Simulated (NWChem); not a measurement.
System: benzotriazole (C6H5N3); SMILES c1c2[nH]nnc2ccc1

Input file for NWChem:

```
start job
memory heap 200 mb stack 900 mb global 1100 mb
geometry units angstroms noautosym nocenter noautoz
  C     -0.730423     2.089080     0.000000
  C      0.683959     2.097903     0.000000
  C      1.427200     0.928509     0.000000
  C      0.697660    -0.267906     0.000000
  N      1.015838    -1.589899     0.000000
  N     -0.088492    -2.352772     0.000000
  N     -1.121752    -1.601069     0.000000
  C     -0.710985    -0.291037     0.000000
  C     -1.445479     0.904233     0.000000
  H     -1.263387     3.042490     0.000000
  H      1.205265     3.058193     0.000000
  H      2.518532     0.945738     0.000000
  H      1.923891    -2.035749     0.000000
  H     -2.536596     0.883241     0.000000
end
basis spherical
  * library 6-31g*
end
dft
  xc hfexch
  iterations 150
  mulliken
end
task dft energy
esp
  recalculate
  probe 0.07
  range 0.3
  factor 1.0
  spacing 0.02
end
task esp
```

NWChem printed, in part:

```
             Northwest Computational Chemistry Package (NWChem) 7.3.0
             --------------------------------------------------------

                             Geometry "geometry" -> ""
                             -------------------------

 Output coordinates in angstroms (scale by  1.889725989 to convert to a.u.)

  No.       Tag          Charge          X              Y              Z
 ---- ---------------- ---------- -------------- -------------- --------------
    1 C                    6.0000    -0.73042300     2.08908000     0.00000000
    2 C                    6.0000     0.68395900     2.09790300     0.00000000
    3 C                    6.0000     1.42720000     0.92850900     0.00000000
    4 C                    6.0000     0.69766000    -0.26790600     0.00000000
    5 N                    7.0000     1.01583800    -1.58989900     0.00000000
    6 N                    7.0000    -0.08849200    -2.35277200     0.00000000
    7 N                    7.0000    -1.12175200    -1.60106900     0.00000000
    8 C                    6.0000    -0.71098500    -0.29103700     0.00000000
    9 C                    6.0000    -1.44547900     0.90423300     0.00000000
   10 H                    1.0000    -1.26338700     3.04249000     0.00000000
   11 H                    1.0000     1.20526500     3.05819300     0.00000000
   12 H                    1.0000     2.51853200     0.94573800     0.00000000
   13 H                    1.0000     1.92389100    -2.03574900     0.00000000
   14 H                    1.0000    -2.53659600     0.88324100     0.00000000

 Effective nuclear repulsion energy (a.u.)     407.4095742126

  xc_inp: hfexch multiplicative factor not found.

                                 NWChem DFT Module
                                 -----------------

 Summary of "ao basis" -> "ao basis" (spherical)
 ------------------------------------------------------------------------------
       Tag                 Description            Shells   Functions and Types
 ---------------- ------------------------------  ------  ---------------------
 C                           6-31g*                  6       14   3s2p1d
 N                           6-31g*                  6       14   3s2p1d
 H                           6-31g*                  2        2   2s

            General Information
            -------------------
          SCF calculation type: DFT
          Wavefunction type:  closed shell.
          No. of atoms     :    14
          No. of electrons :    62
           Alpha electrons :    31
            Beta electrons :    31
          Charge           :     0
          Spin multiplicity:     1
          Use of symmetry is: off; symmetry adaption is: off
          Maximum number of iterations: 150
          AO basis - number of functions:   136
                     number of shells:    64
          Convergence on energy requested:  1.00D-06
          Convergence on density requested:  1.00D-05
          Convergence on gradient requested:  5.00D-04

              XC Information
              --------------
                     Hartree-Fock (Exact) Exchange  1.000

      Superposition of Atomic Density Guess
      -------------------------------------

 Sum of atomic energies:        -391.33390232

      Non-variational initial energy
      ------------------------------

 Total energy =    -397.507421
 1-e energy   =   -1336.995200
 2-e energy   =     532.078206
 HOMO         =      -0.249893
 LUMO         =      -0.028782

     ---------------------------------------------
      Total Density - Mulliken Population Analysis
     ---------------------------------------------

    Atom       Charge   Shell Charges
 -----------   ------   -------------------------------------------------------
    1 C    6     6.26   2.00  0.74  1.94  0.54  1.00  0.04
    2 C    6     6.25   2.00  0.74  1.93  0.55  1.00  0.04
    3 C    6     6.20   2.00  0.74  1.94  0.49  1.00  0.04
    4 C    6     5.62   2.00  0.72  1.86  0.39  0.60  0.06
    5 N    7     7.42   2.00  0.78  2.35  0.83  1.42  0.05
    6 N    7     6.99   2.00  0.86  2.15  0.80  1.12  0.06
    7 N    7     7.52   2.00  0.85  2.36  0.91  1.35  0.05
    8 C    6     5.81   2.00  0.73  1.89  0.43  0.71  0.06
    9 C    6     6.21   2.00  0.74  1.94  0.51  0.99  0.04
   10 H    1     0.78   0.47  0.32
   11 H    1     0.78   0.47  0.32
   12 H    1     0.78   0.46  0.32
   13 H    1     0.59   0.41  0.18
   14 H    1     0.79   0.46  0.32

   convergence    iter        energy       DeltaE   RMS-Dens  Diis-err
 ---------------- ----- ----------------- --------- --------- ---------
 d= 0,ls=0.0,diis     1   -393.2988715322 -8.01D+02  7.44D-03  6.75D-01
 d= 0,ls=0.0,diis     2   -393.3936329379 -9.48D-02  2.99D-03  1.77D-01
 d= 0,ls=0.0,diis     3   -393.4122638723 -1.86D-02  1.31D-03  3.13D-02
 d= 0,ls=0.0,diis     4   -393.4169760793 -4.71D-03  3.21D-04  1.01D-03
 d= 0,ls=0.0,diis     5   -393.4172034310 -2.27D-04  1.55D-04  2.11D-04
  Resetting Diis
 d= 0,ls=0.0,diis     6   -393.4172684151 -6.50D-05  1.04D-04  4.58D-05
 d= 0,ls=0.0,diis     7   -393.4172900324 -2.16D-05  2.41D-05  7.10D-06
 d= 0,ls=0.0,diis     8   -393.4172924003 -2.37D-06  1.25D-05  2.58D-06
 d= 0,ls=0.0,diis     9   -393.4172932775 -8.77D-07  2.34D-05  1.13D-06
 d= 0,ls=0.0,diis    10   -393.4172940860 -8.09D-07  3.13D-06  6.70D-08

         Total DFT energy =     -393.417294086031
      One electron energy =    -1340.473758482992
           Coulomb energy =      592.364958738519
    Exchange-Corr. energy =      -52.718068554188
 Nuclear repulsion energy =      407.409574212630

 Numeric. integr. density =        0.000000000000

                       DFT Final Molecular Orbital Analysis
                       ------------------------------------

 Vector   29  Occ=2.000000D+00  E=-4.334126D-01
              MO Center= -6.9D-01, -1.6D+00,  1.0D-15, r^2= 2.3D+00
   Bfn.  Coefficient  Atom+Function         Bfn.  Coefficient  Atom+Function
  ----- ------------  ---------------      ----- ------------  ---------------
    87      0.334611   7 N  px               76      0.301173   6 N  s
    91      0.275807   7 N  px               88      0.269434   7 N  py
    90     -0.248935   7 N  s                74     -0.241676   6 N  py
    78     -0.184719   6 N  py               92      0.177941   7 N  py
   102     -0.175922   8 C  py               45      0.168039   4 C  px

 Vector   30  Occ=2.000000D+00  E=-3.323187D-01
              MO Center=  2.2D-02,  2.9D-01, -4.7D-16, r^2= 4.0D+00
   Bfn.  Coefficient  Atom+Function         Bfn.  Coefficient  Atom+Function
  ----- ------------  ---------------      ----- ------------  ---------------
   103     -0.292070   8 C  pz               19      0.280946   2 C  pz
    75      0.257493   6 N  pz               23      0.240903   2 C  pz
   107     -0.233811   8 C  pz               47     -0.223153   4 C  pz
    79      0.215798   6 N  pz               51     -0.188398   4 C  pz
     5      0.158605   1 C  pz                9      0.134416   1 C  pz

 Vector   31  Occ=2.000000D+00  E=-3.246145D-01
              MO Center= -4.2D-02,  5.9D-01, -1.4D-15, r^2= 4.0D+00
   Bfn.  Coefficient  Atom+Function         Bfn.  Coefficient  Atom+Function
  ----- ------------  ---------------      ----- ------------  ---------------
    33     -0.277537   3 C  pz                5      0.261608   1 C  pz
   117      0.262736   9 C  pz               37     -0.243284   3 C  pz
    61      0.242058   5 N  pz               65      0.238808   5 N  pz
     9      0.234953   1 C  pz              121      0.226471   9 C  pz
    89     -0.170428   7 N  pz               47     -0.152986   4 C  pz

[...]

                     NWChem Electrostatic Potential Fit Module
                     -----------------------------------------

 Atom parameters

 Number of atoms is                                   14
 Number of basis functions is                        136

 Grid parameters

 Maximum number of grid points is                  46393
 Number of grid points is                          46392
 Grid range                                     0.300000 nm
 Grid spacing                                   0.020000 nm
 Probe radius                                   0.070000 nm
 Atom radius factor                             1.000000

 Atomic radii

    1    0.100000
    6    0.147000
    7    0.140000
 FASTESP  F
  using M.O. file = ./job.movecs

    Atom              Coordinates                           Charge

                                                  ESP

    1 C    -0.073042    0.208908    0.000000   -0.070494
    2 C     0.068396    0.209790    0.000000   -0.129263
    3 C     0.142720    0.092851    0.000000   -0.275773
    4 C     0.069766   -0.026791    0.000000    0.056154
    5 N     0.101584   -0.158990    0.000000   -0.029457
    6 N    -0.008849   -0.235277    0.000000   -0.196039
    7 N    -0.112175   -0.160107    0.000000   -0.376107
    8 C    -0.071099   -0.029104    0.000000    0.527314
    9 C    -0.144548    0.090423    0.000000   -0.381909
   10 H    -0.126339    0.304249    0.000000    0.119457
   11 H     0.120527    0.305819    0.000000    0.135801
   12 H     0.251853    0.094574    0.000000    0.171100
   13 H     0.192389   -0.203575    0.000000    0.260317
   14 H    -0.253660    0.088324    0.000000    0.188900
                                            ------------
                                               -0.000000

 Dipole moment                                  1.564674

 Quadrupole moment Qxx                         14.945309
                   Qyy                         -6.699094
                   Qzz                         -8.246214

 RMS deviation kJ/mol                           0.088319

 RRMS %                                        31.459390
```

Level: Hartree-Fock/6-31G* (spherical d). The geometry was optimised at PBE0/def2-SVP. Not confirmed as a minimum by frequencies.
